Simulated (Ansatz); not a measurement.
Geometry optimisation, RKS CAM-B3LYP-D4/def2-SVP in Ansatz.

Input:

```yaml
crystal:
  periodic: [false, false, false]
  atoms:
    - { symbol: Sb, position_ang: [-0.7592, -1.038, -0.5291] }
    - { symbol: Te, position_ang: [0.1588, 1.5741, -1.0154] }
    - { symbol: H, position_ang: [-1.2488, -0.5815, 1.108] }
    - { symbol: H, position_ang: [0.8654, -1.55, -0.0745] }
    - { symbol: H, position_ang: [1.0336, 1.5218, 0.4697] }
basis:
  gaussian: { orbitals: def2-SVP }
hamiltonian:
  xc: cam_b3lyp
  dispersion: d4
relax:
  f_tol: 0.015
  max_steps: 40
```

Command:

```bash
$ ansatz run input.yaml --threads 1 --pin off --max-ram 2048MiB --backend cpu --events-out ev --progress --plain --runs-dir out
```

Problem. Where does it end, and by what steps?

Solution. It converged. After 4 steps the energy has fallen by 0.110 eV; H5 moved furthest, 0.15 Å.

| step | energy less start (eV) | largest force component (eV/Å) | accepted |
| --- | --- | --- | --- |
| 0 | 0.0000 | 0.843 | yes |
| 1 | -0.0165 | 0.819 | yes |
| 2 | -0.1092 | 0.113 | yes |
| 3 | -0.1101 | 0.019 | yes |
| 4 | -0.1102 | 0.004 | yes |

```xyz
5
Properties=species:S:1:pos:R:3
Sb -0.749 -0.997 -0.531
Te 0.191 1.579 -0.995
H -1.208 -0.699 1.090
H 0.764 -1.618 -0.029
H 1.052 1.661 0.424
```

Whether the end is a true minimum wasn't checked by a vibrational analysis.

Time of the run: 28 s on 1 thread of Intel(R) Xeon(R) Platinum 8259CL CPU @ 2.50GHz (Skylake/Cascade Lake), with other jobs on the host, peak memory 0.18 GiB.
